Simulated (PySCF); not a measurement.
## Electron correlation in Cl²⁺ (chlorine, charge +2)

[Ne] 3s2 3p3, high-spin 4S determinant. All numbers are calculated (PySCF 2.14, scalar relativity by spin-free X2C-1e, in x2c-TZVPall). Frozen: [Ne]; 5 electrons correlated.

MP2 pair energies summed by pair of shells (mhartree):

```csv
pair,energy,share (%)
3s-3p,-61.78,66.4
3p-3p,-21.82,23.5
3s-3s,-9.39,10.1
```

Total MP2 correlation energy: -93.00 mhartree.

Same-spin part -24.97 and opposite-spin part -68.03 mhartree; SCS-MP2 scales them by 1/3 and 6/5 to -89.96 mhartree.

| level | correlation energy (mhartree) |
| --- | --- |
| CCSD | -114.51 |
| (T) | -3.23 |
| CCSD(T) | -117.74 |

Diagnostics: T1 = 0.0024, D1 = 0.0063, largest double amplitude 0.063.

Task: Is a single reference adequate?

Result: Yes: T1 lies below 0.03 and no double amplitude reaches 0.07.
